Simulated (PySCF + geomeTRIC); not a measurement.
A geometry relaxed with TPSSh-D3(BJ)/def2-TZVP (PySCF + geomeTRIC), charge 0, multiplicity 1:

```xyz
10

N      1.6316    -0.2582    -0.2051
H     -0.1298     1.6865     0.3139
C      2.7746    -0.1958     0.0440
C      0.2666    -0.3321    -0.5000
H      0.0603    -0.8815    -1.4094
H     -1.5747    -1.0732     0.4896
H     -0.3001    -0.4380     1.6359
C     -0.7157    -0.4319     0.6376
H     -1.4016     1.0859    -0.8538
C     -0.6137     0.8402    -0.1540
```

Question: Write the SMILES of this molecule.

Answer: `[C-]#[N+]C1CC1`
